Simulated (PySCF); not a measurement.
## Excitation energy of Ti by level of theory

Ti [Ar] 3d2 4s2 (3F) → Ti [Ar] 3d4 (5D), as a difference of total energies. Calculation: PySCF 2.14, in dyall-av2z (16s12p7d2f, 101 functions); no relativity, point nucleus. Correlated levels: valence: [Ar] frozen; virtual orbitals above 40 to 60 times the deepest correlated orbital energy dropped. The calculations carry no spin-orbit coupling.

```json
{"method": "UHF", "excitation energy (eV)": "4.337"}
{"method": "LDA", "excitation energy (eV)": "1.935"}
{"method": "PBE", "excitation energy (eV)": "2.069"}
{"method": "PBE0", "excitation energy (eV)": "2.580"}
{"method": "r2SCAN", "excitation energy (eV)": "2.309"}
{"method": "B3LYP", "excitation energy (eV)": "2.843"}
{"method": "wB97X-V", "excitation energy (eV)": "2.993"}
{"method": "TPSS", "excitation energy (eV)": "2.336"}
{"method": "PW91", "excitation energy (eV)": "2.045"}
{"method": "MP2 (valence)", "excitation energy (eV)": "3.785"}
{"method": "SCS-MP2 (valence)", "excitation energy (eV)": "4.823"}
```

Q: How much does correlation contribute at MP2 (valence)?

A: 3.785 − (4.337) = -0.552 eV, measured against UHF.

A first-order spin-orbit estimate (lowest level to lowest level, LS coupling) adds 0.014 eV.
